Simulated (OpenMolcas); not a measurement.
Ni⁵⁺.

```json
{
  "Program": "OpenMolcas 26.06",
  "Method": "CASSCF",
  "Basis": "ANO-RCC-VQZP [7s6p4d3f2g1h]",
  "Scalar Hamiltonian": "DKH2, point nucleus",
  "Active space": "5 electrons in 10 orbitals (3d 4d)",
  "State averaging": "2S+1 = 6 even, 1 root; 2S+1 = 4 even, 24 roots; 2S+1 = 2 even, 53 roots",
  "Spin-orbit coupling": "state interaction with AMFI integrals over the reference wave functions, term energies averaged over their components"
}
```

Levels without dynamic correlation, in cm⁻¹ above 3d⁵ ⁶S_5/2:

```json
{"Level": "3d⁵ ⁴D_7/2", "E": "57500"}
{"Level": "3d⁵ ⁴G_5/2", "E": "46236"}
{"Level": "3d⁵ ⁴P_5/2", "E": "52941"}
{"Level": "3d⁵ ²I_11/2", "E": "65984"}
```

On this reference, MS-CASPT2, IPEA 0.25 Eh, imaginary shift 0.1 Eh (closed shells correlated: 3s 3p) puts 3d⁵ ⁴D_7/2 at 51830 cm⁻¹.

Problem. Estimate the other levels at that method by one scale factor, and say how well it serves.

Solution. The factor is 51830 / 57500 = 0.901. Scaled values beside those that MS-CASPT2 gives and measured ones (Corliss and Sugar, J. Phys. Chem. Ref. Data 10, 197 (1981)):
| Level | Scaled | MS-CASPT2 | Miss (%) | Measured |
| --- | --- | --- | --- | --- |
| 3d⁵ ⁴G_5/2 | 41659 | 43170 | -3.5 |  |
| 3d⁵ ⁴P_5/2 | 47700 | 47620 | +0.2 | 45884 |
| 3d⁵ ²I_11/2 | 59452 | 63080 | -5.8 | 61196 |
For these levels the scaled values miss MS-CASPT2 by up to 5.8 %, as correlation changes each term by its own factor, spin-orbit parts do not scale and CASPT2 has its own spread within terms. This holds within one configuration; levels of others move differently, and the target method has errors of its own against measurement.

CASPT2 does not keep the components of a term degenerate, so their means are used; among the terms shown or strongly mixed into the levels shown the widest spread is 740 cm-1 (3d⁵ ²I, MS-CASPT2). Active for correlation alone: 4d; no level in the range computed is led by a configuration that fills it, so any true level of that kind is missing. Without dynamic correlation excited terms often stand tens of per cent too high (terms of higher spin than the ground term too low), and those without a measured partner can miss by more than the paired ones (holds for CASSCF). Computed and measured levels are paired by configuration, term and J; levels that our copy of the source lacks, or whose pairing is in doubt (as where it misses far off the trend of its configuration), stay unpaired and out of the deviations. Levels of configurations outside the active space are missing.
